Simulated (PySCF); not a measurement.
C₃H₆OSi.
Numbering: `[CH2:1]=[CH:2][SiH2:3][CH:4]=[O:5]` (hydrogens: H6, H7 on C1; H8 on C2; H9, H10 on Si3; H11 on C4)

Theory: PySCF, PBE0-D3(BJ)/def2-SVP geometry optimisation, gas phase.

(1) Give the optimised bond lengths and angles.

Answers

(1) 
| bond | length (Å) |
| --- | --- |
| C1=C2 | 1.339 |
| C2–Si3 | 1.867 |
| Si3–C4 | 1.936 |
| C4=O5 | 1.205 |
| C1–H6 | 1.096 |
| C1–H7 | 1.095 |
| C2–H8 | 1.098 |
| Si3–H9, Si3–H10 | 1.494 |
| C4–H11 | 1.130 |

Bonds in one row agree within 0.01 Å and their mean is given. A selection of angles:
| angle | degrees |
| --- | --- |
| C2–C1–H6 | 121.8 |
| C2–C1–H7 | 122.1 |
| H6–C1–H7 | 116.1 |
| C1–C2–Si3 | 123.4 |
| C1–C2–H8 | 118.3 |
| Si3–C2–H8 | 118.3 |
| C2–Si3–C4 | 107.9 |
| C2–Si3–H9 | 108.6 |
| C2–Si3–H10 | 112.4 |
| C4–Si3–H9 | 108.3 |
| H9–Si3–H10 | 111.4 |
| Si3–C4–O5 | 123.2 |
| Si3–C4–H11 | 116.9 |
| O5–C4–H11 | 119.9 |

Torsions: C1–C2–Si3–C4 113° (anticlinal); C2–Si3–C4–O5 109° (anticlinal). The mirror-image conformer, all signs reversed, is as good.

Si3 (SiH2 silicon) is tetrahedral (angles from 107.9° to 112.4°). The C–Si distances run from 1.867 Å (C2–Si3, drawn single) to 1.936 Å (Si3–C4, drawn single), a spread of 0.069 Å.

Point group: C1 (no symmetry element, even within 0.4 Å). Not checked by PBE0-D3(BJ)/def2-SVP frequencies. The numbers are those of one conformer.
